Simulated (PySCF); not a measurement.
Computed shifts of a molecule C₅H₅Cl, PBE0/pcSseg-1 (PySCF), GIAO, gas phase, atoms alike by connectivity averaged where their shifts nearly agree, in ppm (number of nuclei): ¹³C: 86.3 (1), 77.2 (1), 40.8 (1), 22.2 (1), 12.8 (1). ¹H: 3.03 (1), 2.14 (1), 1.75 (1), 1.42 (1), 1.03 (1). References: ¹³C against TMS (σ = 186.3 ppm); ³⁵Cl against HCl (σ = 945.9 ppm); ¹H against TMS (σ = 31.56 ppm), references at their B3LYP-D3(BJ)/def2-TZVP geometries, non-relativistic (without spin–orbit terms, shifts of atoms bonded to Cl or Br come out too high). The structure is a stationary point at PBE0-D3(BJ)/def2-SVP. One conformer was computed; it need not be the lowest.

Which structure fits?
A. CC#C/C=C\Cl
B. C#C/C(C)=C/Cl
C. C#C[C@H]1C[C@H]1Cl
D. C=C=C(Cl)C=C

C, C#C[C@H]1C[C@H]1Cl
